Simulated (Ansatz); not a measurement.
Cost and result up the ladder for In3As3H12, a cluster cut from wurtzite InAs (hydrogen-capped) (18 atoms). Total charge 0; singlet. Geometry: r2SCAN-D4/def2-SVP.

```xyz
18

As   -0.393   -0.570    2.215
In    1.852    0.952    2.027
As    1.292    1.871   -0.470
In   -1.483   -2.434    0.563
As   -1.391   -0.858   -1.650
In    0.606    0.604   -2.775
H    -0.322   -1.229    3.576
H    -1.515    0.382    2.572
H     1.662    2.277    3.112
H     3.162   -0.149    1.847
H     0.287    2.988   -0.290
H     2.451    2.774   -0.836
H    -3.141   -2.599    1.003
H    -0.274   -3.639    0.342
H    -2.586    0.067   -1.556
H    -1.950   -1.706   -2.773
H     1.880   -0.505   -3.107
H    -0.135    1.774   -3.800
```

Ansatz; hardware A = 2 threads of AMD EPYC 7R13 on a shared host and a share (18 GiB) of an NVIDIA H100 80GB HBM3; B = 2 threads of AMD EPYC 7R13 on a shared host. Times are rough, and most runs start from the orbitals of an earlier one. PBE0-D4/def2-TZVP serves as the yardstick here, not as an exact answer. Differences are given only for rows in sets of like size (and for xTB, whose basis is part of the method), since another set adds its own error. Binding counts from free atoms at the same level (As quartet, In doublet, H doublet; other spins of the atoms weren't run), without zero-point energy or a counterpoise term.

In the def2 sets In takes a core potential; there is no spin–orbit coupling.

```
                             level  functions  wall time  binding energy per atom (eV)  difference from PBE0-D4/def2-TZVP (eV)
               PBE-D4/def2-SVP [B]        234        8 s                          2.26                                       –
           r2SCAN-D4/def2-TZVP [A]        366      9.5 s                          2.31                                    0.04
             PBE0-D4/def2-TZVP [A]        366       10 s                          2.27                                    0.00
PBE-D4/def2-TZVP (with forces) [A]        366       13 s                          2.27                                    0.00
              PBE0-D4/def2-SVP [B]        234       18 s                          2.26                                       –
```
